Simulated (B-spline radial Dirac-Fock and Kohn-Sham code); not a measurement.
**Satellites and hypersatellites of the K lines of Pd⁵⁺**

System: Pd⁵⁺, configuration [Kr] 4d5, inside a Watson sphere of charge -5 and radius 1.6 Å (a model of the Madelung potential; inside it an electron's potential energy is raised by 45.0 eV).

Input of the calculation (task.json; shells as n, l, electrons):

```json
{"items": [{
  "Z": 46,
  "q": 5,
  "cfg": [[1, 0, 2], [2, 0, 2], [2, 1, 6], [3, 0, 2], [3, 1, 6], [3, 2, 10], [4, 0, 2], [4, 1, 6], [4, 2, 5]],
  "A": 106,
  "rrms": 4.5318,
  "watson": [-5, 1.6],
  "do": ["binding", "quiet", "double"]
}]}
```

Command: `python xray_run.py task.json out`

Level of theory: Dirac-Fock energy differences between relaxed states, corrected for Breit and QED terms; a B-spline atomic structure program. Each two-hole energy is an average over J within one jj subconfiguration, not an observable level; in light atoms, where LS coupling holds, the j-resolved values are not observed lines, and for a K spectator the Kα1 hypersatellite is nearly forbidden. The model has no electron correlation.

Lines without a spectator: Kα2 (K-L2) 21017.5 eV, Kα1 (K-L3) 21174.7 eV, Kβ3 (K-M2) 23787.9 eV, Kβ1 (K-M3) 23816.0 eV. Shifts in eV with one spectator hole (a dash: not computed, or left out as unreliable):

```tsv
spectator hole	Kα2	Kα1	Kβ3	Kβ1
L2 (2p1/2)	+56.1	+70.3	–	+150.9
L3 (2p3/2)	+56.5	+56.1	+135.9	–
M2 (3p1/2)	–	+7.63	+17.78	+21.66
M3 (3p3/2)	+5.84	–	+18.78	+18.21
M4 (3d3/2)	+0.83	-1.52	–	–
M5 (3d5/2)	-1.90	-0.22	–	–
```

Q: Where does the K-L3 hypersatellite lie, emitted when both K electrons are missing?

A: +534.6 eV from the normal line, at 21709.2 eV. Removing both K electrons costs 49522.1 eV, which is 727.2 eV more than twice the K binding energy.

With n spectator holes in 2p, averaged over the 2p shell (energies in eV):

| n | KαLⁿ | step | hypersatellite KαʰLⁿ |
| --- | --- | --- | --- |
| 0 | 21122.2 | – | 21652.2 |
| 1 | 21182.3 | +60.0 | 21713.6 |
| 2 | 21243.6 | +61.3 | 21776.3 |
| 3 | 21306.1 | +62.5 | 21840.3 |
| 4 | 21369.9 | +63.8 | 21905.5 |
| 5 | 21435.0 | +65.1 | 21972.0 |
